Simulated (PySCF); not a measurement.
How methods differ on the excitation energy of S⁺

S⁺ [Ne] 3s2 3p3 (4S) → S⁺ [Ne] 3s2 3p2 4s1 (4P), as a difference of total energies. All numbers are calculated (PySCF 2.14, the non-relativistic Hamiltonian (point nucleus), in dyall-av2z (13s9p2d, 50 functions)). Correlated levels: valence: [Ne] frozen; virtual orbitals above 40 to 60 times the deepest correlated orbital energy dropped. The calculations carry no spin-orbit coupling.

```json
{"method": "UHF", "excitation energy (eV)": "13.413", "error (eV)": "-0.226"}
{"method": "LDA", "excitation energy (eV)": "13.394", "error (eV)": "-0.245"}
{"method": "PBE", "excitation energy (eV)": "13.403", "error (eV)": "-0.236"}
{"method": "PBE0", "excitation energy (eV)": "13.567", "error (eV)": "-0.072"}
{"method": "r2SCAN", "excitation energy (eV)": "13.865", "error (eV)": "+0.226"}
{"method": "B97-3", "excitation energy (eV)": "13.565", "error (eV)": "-0.074"}
{"method": "BHandHLYP", "excitation energy (eV)": "13.508", "error (eV)": "-0.131"}
{"method": "wB97M-V", "excitation energy (eV)": "13.355", "error (eV)": "-0.284"}
{"method": "M06-2X", "excitation energy (eV)": "13.469", "error (eV)": "-0.170"}
{"method": "MP2 (valence)", "excitation energy (eV)": "13.561", "error (eV)": "-0.078"}
{"method": "SCS-MP2 (valence)", "excitation energy (eV)": "13.484", "error (eV)": "-0.155"}
```

Reference: 13.639 eV (measured; NIST levels, between the centres of gravity of the two terms).

Errors of the correlated levels include the incompleteness of this basis and the frozen core.
